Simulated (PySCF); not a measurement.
Isomers C₆H₇FO₂:

A. SMILES C=C/C(C(=O)O)=C(/C)F
B. `C1(F)=C(OC)C(=O)CC1`
C. SMILES O=C(/C=C(/C=C)OC)F
D. `InChI=1S/C6H7FO2/c7-5-9-6-3-1-2-4-8-6/h2-4H,1,5H2`

Spectrum 1. ¹³C{¹H} NMR (computed): δ 198.8 (C), 175.7 (C), 143.9 (C), 58.9 (CH3), 34.2 (CH2), 25.8 (CH2).

Spectrum 2. ¹³C{¹H} NMR (computed): δ 176.5 (C), 164.8 (C), 142.6 (CH), 133.1 (CH2), 95.0 (CH), 63.2 (CH3).

Spectrum 3. ¹³C{¹H} NMR (computed): δ 177.3 (C), 170.8 (C), 131.9 (CH), 124.9 (CH2), 118.8 (C), 21.7 (CH3).

Spectrum 4. ¹³C{¹H} NMR (computed): δ 160.8 (C), 146.6 (CH), 109.8 (CH), 103.6 (CH2), 77.2 (CH), 25.7 (CH2).

Calculated, not measured (PySCF): structure optimised with GFN2-xTB, shielding tensors at PBE0/pcSseg-1 (GIAO). Fast rotation and ring inversion assumed for equivalent nuclei, no solvent, relativity neglected, single conformer.

References, each an isolated molecule treated in the same way: ¹³C (σref 186.93) vs TMS. Splittings of carbon signals by F and P are missing where no couplings were computed. Acid and N–H amide carbonyl carbons lie up to 10 ppm further downfield in solution (hydrogen bonding). Shifts are as computed. Against solution values, carbons near 30 ppm lie about +3 ppm off and those near 130 ppm about +5 ppm (rms about the fit 2.1 ppm; single classes can miss by 10 ppm). Of 1328 compounds with measured shifts, 309 miss one by over three times the rms of a fit or turn the order of signals round; such compounds aren't used in these exercises. Signals without a measured value on file couldn't be tested in this way; 1H shifts scatter by 0.2 ppm about their fit, and single ones miss by 0.5 ppm.

Match each spectrum to its structure.

## Answers

1–B, 2–C, 3–A, 4–D.

- Spectrum 1 (B): 6 ¹³C signals; δC 198.8 is a ketone carbonyl carbon; δC 175.7 is a β carbon of a C=C–C=O unit.
- Spectrum 2 (C): 6 ¹³C signals; δC 176.5 is an alkene carbon bearing oxygen; δC 142.6 is an alkene CH.
- Spectrum 3 (A): 6 ¹³C signals; δC 177.3 is a β carbon of a C=C–C=O unit; δC 170.8 is a carboxylic acid carbon.
- Spectrum 4 (D): 6 ¹³C signals; δC 160.8 is an alkene carbon bearing oxygen; δC 146.6 is an alkene carbon bearing oxygen.
